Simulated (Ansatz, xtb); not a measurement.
CH3OSe: which of two isomers lies lower

Structure X is `CO[Se]`, a doublet and structure Y is `C[Se][O]`, a doublet. Both are isolated molecules in the gas phase, relaxed with B3LYP-D3(BJ)/def2-SVP.

X (Å):

```tsv
atom	x (Å)	y (Å)	z (Å)
C	0.1924	1.9728	1.9673
O	-0.6721	2.5923	1.0230
Se	-2.3607	2.9253	1.5267
H	0.3156	2.5947	2.8698
H	-0.1843	0.9809	2.2687
H	1.1665	1.8570	1.4681
```

Y (Å):

| atom | x (Å) | y (Å) | z (Å) |
| --- | --- | --- | --- |
| C | -0.2077 | 1.6044 | 2.1162 |
| O | -0.7002 | 4.1015 | 0.8407 |
| Se | 0.5121 | 3.4009 | 1.7592 |
| H | -0.3704 | 1.0952 | 1.1564 |
| H | 0.5202 | 1.0502 | 2.7272 |
| H | -1.1598 | 1.7097 | 2.6541 |

Problem. Estimate E(Y) − E(X) at the level CCSD(T)/def2-SVP + ΔMP2/def2-TZVPP.

Solution. Not settled: CCSD(T)/def2-SVP + ΔMP2/def2-TZVPP gives E(Y) − E(X) = −2.3 kcal/mol, but this leans on the basis-set step: CCSD(T) alone gives +4.7 kcal/mol.

The same difference at several levels:

```tsv
level	geometry	E(Y) − E(X) (kcal/mol)	departure from the last row (kcal/mol)	job, with rough time for the two
GFN2-xTB	GFN2-xTB	+9.2	+11.5	optimisation, 0.06 s
HF/STO-3G	GFN2-xTB	+10.3	+12.7	single point, 1 s
r2SCAN-D4/def2-SVP	GFN2-xTB	−0.2	+2.1	single point, 7.2 s
B3LYP-D3(BJ)/def2-SVP	B3LYP-D3(BJ)/def2-SVP	+1.5	+3.9	optimisation, 55 s
HF/def2-SVP	B3LYP-D3(BJ)/def2-SVP	+8.7	+11.0	part of the CCSD(T) run
MP2/def2-SVP	B3LYP-D3(BJ)/def2-SVP	+11.8	+14.1	part of the CCSD(T) run
CCSD(T)/def2-SVP	B3LYP-D3(BJ)/def2-SVP	+4.7	+7.1	single point
CCSD(T)/def2-SVP + ΔMP2/def2-TZVPP	B3LYP-D3(BJ)/def2-SVP	−2.3		single point, 59 s
```

As drawn, Y has 1 C–Se in place of 1 C–O.

GFN2-xTB, HF/STO-3G, B3LYP-D3(BJ)/def2-SVP, HF/def2-SVP, MP2/def2-SVP, CCSD(T)/def2-SVP put the two in the other order. r2SCAN-D4/def2-SVP finds them nearly level. The largest departure from CCSD(T)/def2-SVP + ΔMP2/def2-TZVPP is that of MP2/def2-SVP, 14.1 kcal/mol. The last row adds to CCSD(T) the change of the MP2 difference between the two basis sets, here −7.1 kcal/mol, a large step that makes the value less sure.

With harmonic frequencies from B3LYP-D3(BJ)/def2-SVP (ideal gas, rigid rotor, one conformer each, 1000 K, 1 atm): on the last row, ΔE + ΔZPE = −3.9, ΔH = −2.9, ΔG = −5.9 kcal/mol.

Open shells are spin-unrestricted. The correlated steps freeze 11 core orbitals; the filled d shell of Se is correlated, in a basis made for valence electrons. Codes used: Ansatz 0.2.0, xtb 6.7.1; the last row on 1 thread of Arm Neoverse V2 on a shared host.
